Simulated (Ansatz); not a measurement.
Isolated molecules relaxed with PBE0-D4/def2-TZVP in Ansatz; ΔE leaves out vibrations. CCSD(T)/CBS is the MP2 limit (def2-TZVPP, def2-QZVPP) plus CCSD(T) − MP2 in def2-TZVPP, frozen cores. DFT in def2-TZVPP. For Se outer-core shells are correlated without core-valence functions, which leaves a few kJ/mol of doubt a bond. Scalar relativity is left out up to krypton. Each species was taken in one conformer, which may not be the lowest.

Consider the ligand exchange at the Al–N bond: `C[NH][AlH][F]` + `C[SeH]` → `C[Se][AlH][F]` + CH₃NH₂.

```tsv
species	r2SCAN0 energy (Eh)
`C[NH][AlH][F]`	-438.17900
`C[SeH]`	-2442.02621
`C[Se][AlH][F]`	-2784.38828
CH₃NH₂	-95.82587
```

Q: Work out ΔE.

A: ΔE = (-2784.38828) + (-95.82587) − (-438.17900) − (-2442.02621) = -0.00894 Eh = -23.5 kJ/mol. CCSD(T)/CBS gives -22.8 kJ/mol.

Largest T1 diagnostic among the species: 0.012.

At CCSD(T), def2-SVP lies +10.5 kJ/mol from the extrapolated value and def2-TZVPP +4.7 kJ/mol. Leaving LDA and LC-ωPBE aside and taking each functional with its dispersion term where it has one, the values, not all of them listed here, spread over 14.5 kJ/mol, from HSE06-D4 to CAM-B3LYP-D4. LDA lies +5.7 kJ/mol from PBE without D4.
